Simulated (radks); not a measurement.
Initial-state core-level shifts of the europium ion Eu2+ when its valence configuration changes from [Xe] 4f7. Method: Dirac Kohn-Sham, PBE, spin-unpolarised, spherical densities, point nucleus; open shells fill j = l - 1/2 first; computed with a radial shooting solver on a logarithmic mesh with Libxc functionals. Shifts are changes of the shell-averaged eigenvalues in eV (positive: less bound).

| valence | 1s | 3s | 3d | 5s |
|---|---|---|---|---|
| 4f6.5 6s0.5 | -4.228 | -4.917 | -4.874 | -3.020 |
| 4f6 6s1 | -8.920 | -10.408 | -10.317 | -6.210 |
| 4f5 6s2 | -19.598 | -23.002 | -22.798 | -12.915 |
| 4f5 6s1 6p1 | -20.563 | -23.971 | -23.768 | -13.856 |
| 4f6.5 6p0.5 | -4.737 | -5.421 | -5.379 | -3.529 |
| 4f6 5d0.5 6p0.5 | -8.061 | -9.526 | -9.426 | -5.358 |
| 4f4 5d0.5 6s2 6p0.5 | -30.313 | -35.962 | -35.616 | -18.800 |
| 4f5 6p2 | -21.512 | -24.924 | -24.721 | -14.779 |
| 4f4 5d1 6p2 | -30.037 | -35.658 | -35.302 | -18.657 |
